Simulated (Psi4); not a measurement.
CH5AlO2S (SMILES C[O][Al]([OH])[SH]), singlet, geometry from GFN2-xTB (such geometries of metal compounds can be far from the true shape); R2SCAN/6-31G run with Psi4.

Here is a job for Psi4.
```
memory 2 GB

molecule mol {
0 1
  Al   -0.385428    0.167512    0.134066
  O    -1.759133    0.831707    0.748582
  H    -2.651747    1.122101    0.863284
  O    -0.175726   -0.604887   -1.301654
  C     0.054164   -1.259545   -2.513649
  H    -0.279126   -2.297510   -2.443135
  H    -0.497412   -0.763039   -3.315782
  H     1.120469   -1.243255   -2.750585
  S     1.362462    0.358315    1.440451
  H     0.672873    1.013723    2.362618
}

set basis 6-31g
set reference rks

energy('r2scan')
print_variables()
```

The log (banner, timings and long lists left out):

```
   => Loading Basis Set <=

    Name: 6-31G
    Role: ORBITAL
    Keyword: BASIS

         ---------------------------------------------------------
                                   SCF
               by Justin Turney, Rob Parrish, Andy Simmonett
                          and Daniel G. A. Smith
                              RKS Reference
         ---------------------------------------------------------

  ==> Geometry <==

    Molecular point group: c1
    Full point group: C1

    Geometry (in Angstrom), charge = 0, multiplicity = 1:

       Center              X                  Y                   Z               Mass
    ------------   -----------------  -----------------  -----------------  -----------------
         AL          -0.396685545386     0.146172571687     0.084646567101    26.981538530000
         O           -1.770390545386     0.810367571687     0.699162567101    15.994914619570
         H           -2.663004545386     1.100761571687     0.813864567101     1.007825032230
         O           -0.186983545386    -0.626226428313    -1.351073432899    15.994914619570
         C            0.042906454614    -1.280884428313    -2.563068432899    12.000000000000
         H           -0.290383545386    -2.318849428313    -2.492554432899     1.007825032230
         H           -0.508669545386    -0.784378428313    -3.365201432899     1.007825032230
         H            1.109211454614    -1.264594428313    -2.800004432899     1.007825032230
         S            1.351204454614     0.336975571687     1.391031567101    31.972071174400
         H            0.661615454614     0.992383571687     2.313198567101     1.007825032230

  Running in c1 symmetry.

  Rotational constants: A =      0.13735  B =      0.06448  C =      0.04425 [cm^-1]
  Rotational constants: A =   4117.59663  B =   1933.03598  C =   1326.48690 [MHz]
  Nuclear repulsion =  272.544179360156932

  Charge       = 0
  Multiplicity = 1
  Electrons    = 56
  Nalpha       = 28
  Nbeta        = 28

  ==> Algorithm <==

  SCF Algorithm Type is DF.
  DIIS enabled.
  MOM disabled.
  Fractional occupation disabled.
  Guess Type is SAD.
  Energy threshold   = 1.00e-06
  Density threshold  = 1.00e-06
  Integral threshold = 1.00e-12

  ==> Primary Basis <==

  Basis Set: 6-31G
    Blend: 6-31G
    Number of shells: 39
    Number of basis functions: 63
    Number of Cartesian functions: 63
    Spherical Harmonics?: false
    Max angular momentum: 1

  ==> DFT Potential <==

   => LibXC <=

    Version 7.1.2
    S. Lehtola, C. Steigemann, M. J. T. Oliveira, and M. A. L. Marques,  SoftwareX 7, 1–5 (2018) (10.1016/j.softx.2017.11.002)

   => Composite Functional: R2SCAN <=

    r2SCAN Meta-GGA XC Functional  (0.1021/acs.jpclett.0c02405)
    J. W. Furness, A. D. Kaplan, J. Ning, J. P. Perdew, J. Sun  J. Phys. Chem. Lett.  11, 8208–8215, 2020

    Deriv               =              1
    GGA                 =           TRUE
    Meta                =           TRUE

    Exchange Hybrid     =          FALSE
    MP2 Hybrid          =          FALSE

   => Exchange Functionals <=

    1.0000   XC_MGGA_X_R2SCAN

   => Correlation Functionals <=

    1.0000   XC_MGGA_C_R2SCAN

   => LibXC Density Thresholds  <==

    XC_MGGA_C_R2SCAN:  1.00E-15
    XC_MGGA_X_R2SCAN:  1.00E-11

   => Molecular Quadrature <=

    Radial Scheme          =       TREUTLER
    Pruning Scheme         =           NONE
    Nuclear Scheme         =       TREUTLER

    Blocking Scheme        =         OCTREE
    BS radius alpha        =              1
    Pruning alpha          =              1
    Radial Points          =             75
    Spherical Points       =            302
    Total Points           =         216404
    Total Blocks           =           1669
    Max Points             =            256
    Max Functions          =             60
    Weights Tolerance      =       1.00E-15

   => Loading Basis Set <=

    Name: (6-31G AUX)
    Role: JKFIT
    Keyword: DF_BASIS_SCF

  ==> Integral Setup <==

  SCF_SUBTYPE=INCORE selected. In-core MEM_DF algorithm will be used.
  Using in-core AOs.

  ==> MemDFJK: Density-Fitted J/K Matrices <==

    J tasked:                   Yes
    K tasked:                    No
    wK tasked:                   No
    Algorithm:                 Core
    Schwarz Cutoff:           1E-12
    Mask sparsity (%):       5.5430
    Fitting Condition:        1E-10

   => Auxiliary Basis Set <=

  Basis Set: (6-31G AUX)
    Blend: CC-PVDZ-JKFIT
    Number of shells: 189
    Number of basis functions: 628
    Number of Cartesian functions: 628
    Spherical Harmonics?: false
    Max angular momentum: 3

  Minimum eigenvalue in the overlap matrix is 1.4900409330E-02.
  Reciprocal condition number of the overlap matrix is 3.2555776405E-03.
    Using symmetric orthogonalization.

  ==> Pre-Iterations <==

  SCF Guess: Superposition of Atomic Densities via on-the-fly atomic UHF (no occupation information).

   -------------------------
    Irrep   Nso     Nmo
   -------------------------
     A         63      63
   -------------------------
    Total      63      63
   -------------------------

  ==> Iterations <==

                           Total Energy        Delta E     RMS |[F,P]|

   @DF-RKS iter SAD:  -831.41472076704440   -8.31415e+02   0.00000e+00
   @DF-RKS iter   1:  -831.53825973874268   -1.23539e-01   1.69256e-02 ADIIS/DIIS
   @DF-RKS iter   2:  -830.35253035466337    1.18573e+00   3.05979e-02 ADIIS/DIIS
   @DF-RKS iter   3:  -831.99149157332772   -1.63896e+00   3.51532e-03 ADIIS/DIIS
   @DF-RKS iter   4:  -832.01240521453201   -2.09136e-02   2.01400e-03 ADIIS/DIIS
   @DF-RKS iter   5:  -832.01971738116913   -7.31217e-03   6.10513e-04 ADIIS/DIIS
   @DF-RKS iter   6:  -832.02036438913319   -6.47008e-04   1.26008e-04 ADIIS/DIIS
   @DF-RKS iter   7:  -832.02039857054410   -3.41814e-05   2.10799e-05 DIIS
   @DF-RKS iter   8:  -832.02039949553978   -9.24996e-07   7.02076e-06 DIIS
   @DF-RKS iter   9:  -832.02039962119272   -1.25653e-07   1.18634e-06 DIIS
   @DF-RKS iter  10:  -832.02039962436891   -3.17618e-09   1.98483e-07 DIIS
  Energy and wave function converged.

  ==> Post-Iterations <==

   Electrons on quadrature grid:
      Ntotal   =   55.9999967085 ; deviation = -3.292e-06

    Orbital Energies [Eh]
    ---------------------

    Doubly Occupied:

       1A    -88.512858     2A    -55.814863     3A    -18.957020
       4A    -18.956898     5A    -10.092356     6A     -7.834521
       7A     -5.780522     8A     -5.775780     9A     -5.770534
      10A     -4.121787    11A     -2.660779    12A     -2.658430
      13A     -2.657882    14A     -0.956460    15A     -0.942371
      16A     -0.696020    17A     -0.654651    18A     -0.511977
      19A     -0.456150    20A     -0.415763    21A     -0.415468
      22A     -0.379693    23A     -0.306283    24A     -0.299325
      25A     -0.273289    26A     -0.255146    27A     -0.246594
      28A     -0.229766

    Virtual:

      29A     -0.024604    30A      0.009130    31A      0.038256
      32A      0.077915    33A      0.091389    34A      0.126666
      35A      0.150761    36A      0.171101    37A      0.176013
      38A      0.190715    39A      0.192365    40A      0.212411
      41A      0.288265    42A      0.332142    43A      0.390080
      44A      0.416440    45A      0.439055    46A      0.540033
      47A      0.604386    48A      0.616133    49A      0.635284
      50A      0.877892    51A      0.888008    52A      0.914100
      53A      0.929109    54A      0.934662    55A      0.975959
      56A      0.984304    57A      1.056740    58A      1.076006
      59A      1.103060    60A      1.341346    61A      1.478216
      62A      1.490078    63A      1.733433

    Final Occupation by Irrep:
              A
    DOCC [    28 ]
    NA   [    28 ]
    NB   [    28 ]

  @DF-RKS Final Energy:  -832.02039962436891

   => Energetics <=

    Nuclear Repulsion Energy =            272.5441793601569316
    One-Electron Energy =               -1691.7615689381073025
    Two-Electron Energy =                 656.0597116704013843
    DFT Exchange-Correlation Energy =     -68.8627217168199621
    Empirical Dispersion Energy =           0.0000000000000000
    VV10 Nonlocal Energy =                  0.0000000000000000
    Total Energy =                       -832.0203996243689062

Computation Completed

Properties will be evaluated at   0.000000,   0.000000,   0.000000 [a0]

Properties computed using the SCF density matrix

 Multipole Moments:

 ------------------------------------------------------------------------------------
     Multipole            Electronic (a.u.)      Nuclear  (a.u.)        Total (a.u.)
 ------------------------------------------------------------------------------------

 L = 1.  Multiply by 2.5417464519 to convert [e a0] to [Debye]
 Dipole X            :         -0.0183761           -1.1913316           -1.2097077
 Dipole Y            :          2.3076844           -2.2582265            0.0494579
 Dipole Z            :          4.6694835           -5.2297873           -0.5603038
 Magnitude           :                                                    1.3340837

 ------------------------------------------------------------------------------------

  Variable Map:
  ----------------------------------------------------------------------------
  "CURRENT ENERGY"              =>    -832.020399624369
  "CURRENT REFERENCE ENERGY"    =>    -832.020399624369
  "DD SOLVATION ENERGY"         =>       0.000000000000
  "DFT FUNCTIONAL TOTAL ENERGY" =>    -832.020399624369
  "DFT TOTAL ENERGY"            =>    -832.020399624369
  "DFT VV10 ENERGY"             =>       0.000000000000
  "DFT XC ENERGY"               =>     -68.862721716820
  "GRID ELECTRONS ALPHA"        =>      27.999998354236
  "GRID ELECTRONS BETA"         =>      27.999998354236
  "GRID ELECTRONS TOTAL"        =>      55.999996708472
  "NUCLEAR REPULSION ENERGY"    =>     272.544179360157
  "ONE-ELECTRON ENERGY"         =>   -1691.761568938107
  "PCM POLARIZATION ENERGY"     =>       0.000000000000
  "PE ENERGY"                   =>       0.000000000000
  "SCF ITERATION ENERGY"        =>    -832.020399624369
  "SCF ITERATIONS"              =>      10.000000000000
  "SCF TOTAL ENERGY"            =>    -832.020399624369
  "TWO-ELECTRON ENERGY"         =>     656.059711670401
  "XC GRID RADIAL POINTS"       =>      75.000000000000
  "XC GRID SPHERICAL POINTS"    =>     302.000000000000
  "XC GRID TOTAL POINTS"        =>  216404.000000000000

  Array Variable Map:
  ----------------------------------------------------------------------------
  "CURRENT DIPOLE"              =>      -1.209707733917 ... -0.560303769304 1 by 3
  "SCF DIPOLE"                  =>      -1.209707733917 ... -0.560303769304 1 by 3
  "SCF TOTAL ENERGIES"          =>    -831.414720767044 ... -832.020399624369 1 by 11
```
